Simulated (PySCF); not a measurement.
## Worked example: chemical shift, span and skew from a shielding tensor

CH9NOSi3, SMILES [SiH3][C@H]1N[SiH2]O[SiH2]1. Atoms are numbered in the order given.

```xyz
15

Si     2.3337     0.7422    -0.1737
C      0.6068     0.4898     0.5544
N     -0.4067     1.1424    -0.2786
Si    -1.9312     0.3349    -0.4907
O     -1.4887    -1.2032    -0.0014
Si     0.0818    -1.3475     0.5646
H      2.6152     2.2077    -0.2998
H      2.4151     0.1242    -1.5308
H      3.3713     0.1287     0.7141
H      0.6083     0.8485     1.6058
H     -0.2428     2.1188    -0.4970
H     -3.0495     0.8119     0.3801
H     -2.3914     0.3722    -1.9085
H      0.1171    -1.9447     1.9296
H      0.8923    -2.1914    -0.3623
```
Charge 0, spin multiplicity 1.

The structure is a stationary point at PBE0-D3(BJ)/def2-SVP. The structure was generated by enumeration; whether it is a known compound was not checked. Other conformers were not sampled.

GIAO shieldings from HF/pcSseg-1 (PySCF), non-relativistic, no solvent. The symmetric part of the tensor of Si1 has the principal values 405.8, 440.3, 494.9 ppm. The same nucleus in TMS has σ = 393.8 ppm at this level (PySCF, at its B3LYP-D3(BJ)/def2-TZVP geometry).

Problem. Work out the isotropic shielding, the ²⁹Si shift against TMS, the span and the skew.

Solution. 
σ(iso) = (σ11 + σ22 + σ33)/3 = 447.0 ppm. δ = σ(ref) − σ(iso) = 393.8 − (447.0) = -53.2 ppm.
Span Ω = σ33 − σ11 = 89.1 ppm. Skew κ = 3(σ(iso) − σ22)/Ω = 0.23. Tumbling in solution averages the tensor to δ; in a static solid the shielding alone would spread this spin-1/2 line over Ω.
